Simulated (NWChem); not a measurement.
NH3SeO; SMILES [Se](N)O

```xyz
6

Se     0.4081     0.0040    -0.0059
O     -0.6997    -1.4742    -0.0714
H     -0.8812    -1.7076     0.8551
N     -0.6955     1.4668    -0.0072
H     -1.2782     1.5499     0.8209
H     -1.2514     1.5496    -0.8538
```
Atoms are numbered in this order, from 1.

Results from NWChem. Coordinates come from a B3LYP/6-31G* (spherical d) optimisation. Hybrids' shares of exact exchange are those that their runs print; pure functionals count as 0. The functionals differ in more than this share.

```csv
row,share of exact exchange,orbital gap (eV)
PBE/def2-TZVP,0.00,3.73
OLYP/def2-TZVP,0.00,3.76
TPSSh/def2-TZVP,0.10,4.85
B3LYP/def2-TZVP,0.20,withheld
BHandHLYP/def2-TZVP,0.50,8.06
```

Fit a straight line of the last column on the one before it, predict the withheld value, and compare with the run.


1. Means of the 4 shown rows: x = 0.150, y = 5.100. Slope Σ(x − x̄)(y − ȳ)/Σ(x − x̄)² = 1.455/0.1700 = 8.559; intercept 3.816.
2. The shown rows scatter about the line by 0.104 (root mean square); the largest residual is +0.18, at TPSSh/def2-TZVP.
3. At x = 0.20 (B3LYP/def2-TZVP; inside the shown range) the line gives 5.53.
4. The run gives 5.44, -0.09 from the line, 0.9 times the scatter.
